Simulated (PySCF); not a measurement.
An equivalent PySCF input for Cu (copper, neutral), [Ar] 3d10 4s1, 2S determinant, with scalar relativity by spin-free X2C-1e:

```python
from pyscf import gto, scf, dft, mp, cc
import basis_set_exchange as bse
mol = gto.M(atom="Cu 0 0 0", charge=0, spin=1, symmetry="D2h",
            basis=gto.basis.parse(bse.get_basis("x2c-TZVPall", elements=["Cu"], fmt="nwchem", header=False)),
            nucmod="G")
mf = dft.UKS(mol, xc="LDA,VWN").sfx2c1e()
mf.irrep_nelec = {'Ag': (6, 5), 'B1g': (1, 1), 'B2g': (1, 1), 'B3g': (1, 1), 'B1u': (2, 2), 'B2u': (2, 2), 'B3u': (2, 2)}
mf.kernel()
```

It reaches the same state as the run whose output follows, with an energy that differs only through the grid. The run itself started from symmetry-adapted Hartree-Fock orbitals and held the occupation by maximum overlap, on a logarithmic radial grid, so the iterations belong to that start.

```
SCF conv_tol = 1e-09
number electrons alpha = 15  beta = 14
XC functionals = LDA,VWN
    P. A. M. Dirac.,  Math. Proc. Cambridge Philos. Soc. 26, 376 (1930)
    F. Bloch.,  Z. Phys. 57, 545 (1929)
    S. H. Vosko, L. Wilk, and M. Nusair.,  Can. J. Phys. 58, 1200 (1980)
cycle= 1 E= -1651.77051568725  delta_E= 0.0911  |g|= 0.856  |ddm|= 0.494
cycle= 2 E= -1651.06183359587  delta_E= 0.709  |g|= 2.34  |ddm|= 0.928
cycle= 3 E= -1651.88658099548  delta_E= -0.825  |g|= 0.216  |ddm|= 0.576
cycle= 4 E= -1651.8963291961  delta_E= -0.00975  |g|= 0.0522  |ddm|= 0.137
cycle= 5 E= -1651.89682065595  delta_E= -0.000491  |g|= 0.00239  |ddm|= 0.0165
cycle= 6 E= -1651.89682173166  delta_E= -1.08e-06  |g|= 1.46e-05  |ddm|= 0.00089
cycle= 7 E= -1651.89682173181  delta_E= -1.48e-10  |g|= 8.83e-06  |ddm|= 2.48e-05
converged SCF energy = -1651.89682173181  <S^2> = 0.75185548  2S+1 = 2.0018546
```
